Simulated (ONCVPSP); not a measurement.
# What one change does to a pseudopotential (krypton, ONCV)

```
Element                 : krypton
Generator               : ONCVPSP 4.0.1
Type                    : optimised norm-conserving Vanderbilt (ONCV)
Functional              : PBEsol
Relativity              : scalar-relativistic
Frozen core             : [Ar]
Valence charge          : 18
Reference configuration : 3d10 4s2 4p6
Partial waves           : 4s: rc 1.20 bohr, ncon 4, nbas 7, qcut 4.6 1/bohr, 1 projector; 4p: rc 1.40 bohr, ncon 4, nbas 8, qcut 5.9 1/bohr, 2 projectors, debl 2.7 Ha; 3d: rc 0.85 bohr, ncon 4, nbas 9, qcut 21.7 1/bohr, 3 projectors, debl 1.1 Ha
Local potential         : polynomial inside 0.70 bohr (lpopt 4, dvloc0 0 Ha)
Core correction         : Teter function, fcfact 4.5, rcfact 1.75
```

In the d channel the program set the typed energies aside and used -2.991, 0.250, 1.350 Ha.

Change: p: rc 1.26.

Cutoffs: the cutoffs (Ha) at which the residual kinetic energy of the hardest occupied pseudo-wave falls to 1 and 0.1 mHa per electron; they do not see the model core or the augmentation charge, which bear on the density cutoff. Errors are all-electron minus pseudo energies relative to the spin-unpolarised reference configuration.

Task: What does the change do?

Result: The potential gets neither clearly harder nor softer (171 Ha and 191 Ha → 171 Ha and 191 Ha); both files keep a bound ghost (s); of the 4 tests that both files solve, the error grows in 1 and shrinks in 1 by more than 15 % and 0.3 meV (median size 3.0 → 3.0 meV).

| quantity | base | changed |
| --- | --- | --- |
| cutoff, loose | 171 Ha | 171 Ha |
| cutoff, tight | 191 Ha | 191 Ha |
| loose cutoff by channel | s 25 Ha, p 14 Ha, d 171 Ha | s 25 Ha, p 14 Ha, d 171 Ha |
| bound ghosts | s | s |
| GHOST(+) flags under 300 eV | p at 161.6 eV | p at 138.6 eV |
| error for 3d10 4s2 4p5, meV [ΔE 14.28 eV] | -2.3 | -2.1 |
| error for 3d10 4s2 4p4, meV [ΔE 39.46 eV] | -3.7 | -3.8 |
| error for 3d10 4s2 4p3, meV [ΔE 76.55 eV] | +0.6 | -1.2 |
| error for 3d10 4s2 4p2, meV [ΔE 126.39 eV] | +19 | +13 |
| s: phases at 1.22 bohr within 0.05 rad from the reference energy up to (Ha; the scan ends near 5) | to the end of the scan | to the end of the scan |
| d: phases at 0.86 bohr within 0.05 rad from the reference energy up to (Ha; the scan ends near 5) | to the end of the scan | to the end of the scan |
| rms error of d²Exc/dni dnj with the model core, mHa | 2.36 | 2.35 |

 A true bound ghost makes a file unfit for plane-wave use even where its test errors are small: the radial tests pick states by their node count and pass the ghost by.
